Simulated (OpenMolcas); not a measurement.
# F²⁺: Slater's ratio, worked from levels

```
Program             : OpenMolcas 26.06
Basis               : ANO-RCC-VDZP [3s2p1d]
Scalar Hamiltonian  : DKH3, point nucleus
Active space        : 5 electrons in 8 orbitals (2s 2p 3s 3p)
State averaging     : 2S+1 = 4 odd, 1 root; 2S+1 = 2 odd, 8 roots; 2S+1 = 4 even, 3 roots; 2S+1 = 2 even, 5 roots (0 in the spin-orbit step)
Spin-orbit coupling : state interaction with AMFI integrals over the reference wave functions, term energies averaged over their components
```

Methods: CASSCF; SS-CASPT2, IPEA 0.25 Eh, imaginary shift 0.1 Eh (closed shells correlated: 1s).

**Slater's ratio.** With one set of orbitals, p3 has 2D* - 4S* = 9 F2 and 2P* - 2D* = 6 F2 (F2 = F²/25), a ratio of 2/3. Term energies are centres of gravity, weighted by 2J + 1.

```
   Source  2D* - 4S*  2P* - 4S*  F2 from the first  Ratio
   CASSCF      37773      51193               4197  0.355
SS-CASPT2      36520      53745               4058  0.472
```

Energies in cm-1. A ratio away from 2/3 shows effects beyond one configuration with one set of orbitals, and in heavier atoms second-order spin-orbit shifts. In CASSCF the valence s occupation is 1.95 in 2P* against 2.00 in 2D*: mixing out of s² acts most on 2P* and pulls it down.

CASPT2 breaks the degeneracy within a term, and the mean is taken; among the terms shown or strongly mixed into the levels shown the widest spread is 29 cm-1 (2s2 2p3 2D*, SS-CASPT2). Active for correlation alone: 3p 3s; no level in the range computed is led by a configuration that fills them, so any true level of that kind is missing. Levels of configurations outside the active space are missing.

* marks odd parity.
